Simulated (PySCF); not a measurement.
SCF from a fresh guess for singlet SiF₄, at the PBE0 minimum. PySCF input:

```python
from pyscf import gto, scf, dft
mol = gto.M(atom='''
Si    -0.000000    -0.000000     0.000000
F      0.915770     0.915770     0.915770
F      0.915770    -0.915770    -0.915770
F     -0.915770    -0.915770     0.915770
F     -0.915770     0.915770    -0.915770''',
    basis={'Si': 'def2-SVP', 'F': 'def2-SVP'},
    charge=0, spin=0)
mf = dft.RKS(mol, xc='PBE0')
mf.grids.atom_grid = (50, 194)
aux = {'Si': 'def2-universal-JKFIT', 'F': 'def2-universal-JKFIT'}
mf = mf.density_fit(auxbasis=aux)
mf.conv_tol = 1e-08
mf.diis_space = 10
mf.max_cycle = 60
mf.init_guess = 'minao'
mf.verbose = 4
mf.kernel()
```

Excerpt of the output (cycles and frontier levels):

```
init E= -688.565935810044
  HOMO = -0.53382615754615  LUMO = -0.0384605584197804  gap/eV = 13.47958
cycle= 1 E= -688.049487487471  delta_E= 0.516  |g|= 0.953  |ddm|= 2.48
  HOMO = -0.372969462149601  LUMO = 0.0205133798415829  gap/eV = 10.70721
cycle= 2 E= -687.928397407319  delta_E= 0.121  |g|= 1.31  |ddm|= 1.52
  HOMO = -0.46465861016344  LUMO = 0.0118944608427989  gap/eV = 12.96767
cycle= 3 E= -688.202384386096  delta_E= -0.274  |g|= 0.0212  |ddm|= 0.867
  HOMO = -0.460508069495478  LUMO = 0.0163323099169785  gap/eV = 12.97549
cycle= 4 E= -688.202443148051  delta_E= -5.88e-05  |g|= 0.00431  |ddm|= 0.0172
  HOMO = -0.461013839222404  LUMO = 0.0158262065088932  gap/eV = 12.97548
cycle= 5 E= -688.202446257082  delta_E= -3.11e-06  |g|= 0.000271  |ddm|= 0.0045
  HOMO = -0.460953593475838  LUMO = 0.0159104444200695  gap/eV = 12.97613
cycle= 6 E= -688.202446277375  delta_E= -2.03e-08  |g|= 4.43e-05  |ddm|= 0.000465
  HOMO = -0.460955950213019  LUMO = 0.0159057585581523  gap/eV = 12.97607
cycle= 7 E= -688.202446277721  delta_E= -3.46e-10  |g|= 2.59e-06  |ddm|= 4.06e-05
  HOMO = -0.460955592251423  LUMO = 0.0159058443056668  gap/eV = 12.97606
Extra cycle  E= -688.202446277721  delta_E= 2.27e-13  |g|= 2.56e-06  |ddm|= 2.85e-06
converged SCF energy = -688.202446277721
```

No lower solution of this spin was found by a stability analysis within the restricted form, which does not test spin polarisation.

The search for the lowest solution, with the stability check, took 3.8 s on 2 threads of a shared Arm Neoverse N1 host, with 74 basis functions; the process peaked at 0.34 GiB. Launch command: `OMP_NUM_THREADS=2 python axn.py task.json out`.
